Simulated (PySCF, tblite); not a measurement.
Isomers of C7H7O (doublet state), one GFN2-xTB conformer each. Single-point energies are computed at B3LYP/pcH-1 (PySCF, gas phase, no added dispersion term), electronic only. GFN2-xTB treats the open shell by occupation alone, and not every SCF solution was tested for stability.

Question: Rank them by B3LYP/pcH-1 energy, lowest first (kcal/mol).
A. `[CH2:1]=[CH:2][C:3]1=[CH:4][CH2:5][CH:6][C:7]1=[O:8]` (doublet state) with C1–C2–C3–C4 180°
B. `[CH:1]#[C:2]/[C:3](=[CH:4]\[C:5]=[CH2:6])[O:7][CH3:8]` (doublet state) with C2–C3–O7–C8 0°

Answer: A (0.0), B (57.8).

GFN2-xTB itself gives, in the same order: 0.0, 44.9. Both levels put the same isomer lowest.

What happens when harmonic zero-point energies from GFN2-xTB frequencies are added?

```tsv
SMILES	ZPE (kcal/mol)	electronic (kcal/mol)	with ZPE (kcal/mol)
C=CC1=CC[CH]C1=O	71.2	0.0	0.0
C#C/C(=C\[C]=C)OC	68.6	57.8	55.2
```

The zero-point energies span 2.6 kcal/mol. The order is unchanged.
